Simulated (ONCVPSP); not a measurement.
# Before and after: ONCV potential for bismuth

```
Element                 : bismuth
Generator               : ONCVPSP 4.0.1
Type                    : optimised norm-conserving Vanderbilt (ONCV)
Functional              : BLYP
Relativity              : scalar-relativistic
Frozen core             : [Xe] 4f14
Valence charge          : 15
Reference configuration : 5d10 6s2 6p3
Partial waves           : 6s: rc 1.75 bohr, ncon 4, nbas 9, qcut 3.2 1/bohr, 3 projectors, debl 0.5 Ha; 6p: rc 2.50 bohr, ncon 4, nbas 8, qcut 2.8 1/bohr, 2 projectors, debl 1.6 Ha; 5d: rc 1.45 bohr, ncon 4, nbas 9, qcut 11.8 1/bohr, 2 projectors, debl 2.2 Ha
Local potential         : polynomial inside 1.15 bohr (lpopt 5, dvloc0 3 Ha)
Core correction         : Teter function, fcfact 3.25, rcfact 1.3
```

In the s channel the program set the typed energies aside and used -0.528, 0.250, 0.750 Ha.

Change: p: debl 5.05.

Cutoffs: the cutoffs (Ha) at which the residual kinetic energy of the hardest occupied pseudo-wave falls to 1 and 0.1 mHa per electron; they do not see the model core or the augmentation charge, which bear on the density cutoff. Errors are all-electron minus pseudo energies relative to the spin-unpolarised reference configuration.

**Question.** What does the change do?

**Answer.** The potential gets neither clearly harder nor softer (26 Ha and 43 Ha → 26 Ha and 43 Ha); the bound ghosts move from p, s to s; the lowest positive-energy flag moves from none to p at 37.1 eV; of the 4 tests that both files solve, the error grows in 0 and shrinks in 2 by more than 15 % and 0.3 meV (median size 19.8 → 16.7 meV); the range in which the p phases agree narrows (upper end 2.8 → 1.2).

| quantity | base | changed |
| --- | --- | --- |
| cutoff, loose | 26 Ha | 26 Ha |
| cutoff, tight | 43 Ha | 43 Ha |
| bound ghosts | s, p | s |
| GHOST(+) flags under 300 eV | none | p at 37.1 eV |
| error for 5d10 6s2 6p2, meV [ΔE 7.82 eV] | -4.1 | -2.5 |
| error for 5d10 6s2 6p1, meV [ΔE 23.04 eV] | -13 | -7.8 |
| error for 5d10 6s2 6p0, meV [ΔE 46.46 eV] | -27 | -26 |
| error for 5d9 6s2 6p4, meV [ΔE 24.11 eV] | -132 | -123 |
| s: phases at 1.77 bohr within 0.05 rad from the reference energy up to (Ha; the scan ends near 5) | to the end of the scan | to the end of the scan |
| p: phases at 2.54 bohr within 0.05 rad from the reference energy up to (Ha; the scan ends near 5) | 2.8 | 1.2 |
| d: phases at 1.47 bohr within 0.05 rad from the reference energy up to (Ha; the scan ends near 5) | to the end of the scan | to the end of the scan |
| rms error of d²Exc/dni dnj with the model core, mHa | 1.83 | 1.83 |

 A true bound ghost makes a file unfit for plane-wave use even where its test errors are small: the radial tests pick states by their node count and pass the ghost by.
